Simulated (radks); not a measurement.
Charge is removed step by step from the 3p down level of the zinc ion Zn2+, starting from [Ne] 3s2 3p(up 3, down 3) 3d10. All-electron calculation, scalar-relativistic Kohn-Sham, PBE, spin-polarised, spherical densities, point nucleus. Program: a radial shooting solver on a logarithmic mesh with Libxc functionals.

| removed (e) | E - E(0) (eV) | eigenvalue (eV) | E minus straight line (eV) |
|---|---|---|---|
| 0 | 0.000 | -104.31 | 0.000 |
| 0.125 | 13.188 | -106.78 | -1.132 |
| 0.25 | 26.689 | -109.31 | -1.952 |
| 0.375 | 40.508 | -111.88 | -2.454 |
| 0.5 | 54.650 | -114.49 | -2.631 |
| 0.625 | 69.122 | -117.14 | -2.479 |
| 0.75 | 83.929 | -119.84 | -1.994 |
| 0.875 | 99.074 | -122.57 | -1.169 |
| 1 | 114.56 | -125.34 | 0.000 |

Removing the whole electron costs 114.56 eV by Delta-SCF, against 104.31 eV from minus the eigenvalue at the starting occupation. Slater's transition state (half an electron removed) gives 114.49 eV. Integrating minus the eigenvalue over the occupation (Janak's theorem) gives 114.60 eV. In this scalar-relativistic scheme the density is built from large components alone, so the theorem holds only approximately. The mean slope of the eigenvalue, de/dn, is 21.0 eV per electron.
